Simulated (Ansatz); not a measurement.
`C#[C][Al]([Cl])[Cl]` + H₂O → `[OH][Al]([Cl])[Cl]` + `C#C` at 700 K and 1 bar (formal hydrolysis of the Al–C bond).

Computed with Ansatz on PBE0-D4/def2-TZVP structures; ΔE is electronic, products minus reactants. CCSD(T)/CBS is the MP2 limit (def2-TZVPP, def2-QZVPP) plus CCSD(T) − MP2 in def2-TZVPP, frozen cores. This one scheme is used for every species. One conformer a species, not always the lowest.

| species | CCSD(T)/CBS energy (Eh) | H − E (kJ/mol) | S (J/(mol·K)) |
| --- | --- | --- | --- |
| `C#[C][Al]([Cl])[Cl]` | -1238.37391 | 119.9 | 431.6 |
| H₂O | -76.37941 | 80.5 | 218.4 |
| `[OH][Al]([Cl])[Cl]` | -1237.55309 | 97.6 | 398.3 |
| `C#C` | -77.22717 | 102.1 | 244.4 |

H − E and S are ideal-gas, rigid-rotor, harmonic terms from PBE0-D4/def2-TZVP, for one conformer and one mirror image of each species. 1 Eh = 2625.50 kJ/mol, R = 8.31446 J/(mol·K).

Question: By hand: ΔE, ΔH, ΔS and ΔG.

Answer: ΔE = (-1237.55309) + (-77.22717) − (-1238.37391) − (-76.37941) = -0.02694 Eh = -70.7 kJ/mol. Δ(H − E) = 97.6 + 102.1 − 119.9 − 80.5 = -0.7, so ΔH = -71.4 kJ/mol. ΔS = 398.3 + 244.4 − 431.6 − 218.4 = -7.3 J/(mol·K). ΔG = -71.4 − 700 × (-7.3)/1000 = -66.3 kJ/mol.

Question: By hand: the equilibrium constant, and the temperature at which ΔG would vanish if ΔH and ΔS stayed fixed.

Answer: log₁₀ K = −ΔG/(RT ln 10) = 4.9. ΔG = 0 at ΔH/ΔS = 9781 K, far beyond where these terms or the molecules hold.

The number of gas molecules stays the same, so ΔS is small and ΔH decides. A doubt of 5 kJ/mol in ΔE shifts log₁₀ K by 0.4 here. Other conformers and mirror images would add mixing entropy, several J/(mol·K) or more a flexible species. These are equilibria of isolated gas molecules and say nothing of rates. Largest T1 diagnostic: 0.013 (customary marks: 0.02 for closed shells, 0.045 for open ones).
